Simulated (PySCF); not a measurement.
In(OH)2(OtBu), C4H11InO3, SMILES CC(C)(C)[O][In]([OH])[OH], GFN2-xTB optimised geometry.

```
19

In     0.06    -1.21     0.00
O      2.02    -1.21     0.00
H      2.40    -2.08    -0.07
O     -0.75    -2.98     0.02
H     -0.12    -3.66     0.23
O     -1.08     0.40     0.00
C     -0.50     1.66    -0.19
C      0.16     1.75    -1.56
C     -1.67     2.65    -0.10
C      0.53     1.96     0.91
H      0.55     2.75    -1.75
H     -0.56     1.50    -2.33
H      0.99     1.04    -1.60
H     -2.40     2.41    -0.87
H     -1.31     3.66    -0.23
H     -2.15     2.56     0.87
H      1.34     1.23     0.83
H      0.06     1.86     1.88
H      0.93     2.96     0.80
```

Density from PBE0/def2-SVP, def2 effective core potentials past Kr in PySCF 2.14.0 at that geometry. The core electrons that the potentials of In replace are not part of the density.

Minimum of the electron density along straight lines between bonded atoms, close to the bond critical point (lines longer than 1.1 times the sum of covalent radii, or with two minima, are not listed):

```csv
bond,length / Å,ρ at the minimum / e bohr⁻³,∇²ρ there / e bohr⁻⁵,position (fraction from the first atom)
In1–O2,1.966,0.109,0.67,0.52
O2–H3,0.955,0.360,-2.28,0.81
In1–O4,1.953,0.112,0.69,0.52
O4–H5,0.957,0.358,-2.25,0.81
In1–O6,1.968,0.109,0.64,0.52
O6–C7,1.402,0.262,…,0.66
C7–C8,1.529,0.249,-0.58,0.50
C7–C9,1.538,0.244,-0.57,0.51
C7–C10,1.528,0.249,-0.58,0.50
C8–H11,1.087,0.276,-1.01,0.62
C8–H12,1.090,0.275,-1.00,0.63
C8–H13,1.093,0.272,-0.97,0.62
C9–H14,1.087,0.277,-1.02,0.63
C9–H15,1.086,0.276,-1.00,0.62
C9–H16,1.087,0.277,-1.02,0.63
C10–H17,1.091,0.274,-0.99,0.62
C10–H18,1.089,0.275,-1.00,0.62
C10–H19,1.087,0.276,-1.01,0.62
```

**Question.** Complete the blanks.

**Answer.** 
- O6–C7, ∇²ρ there / e bohr⁻⁵: -0.41
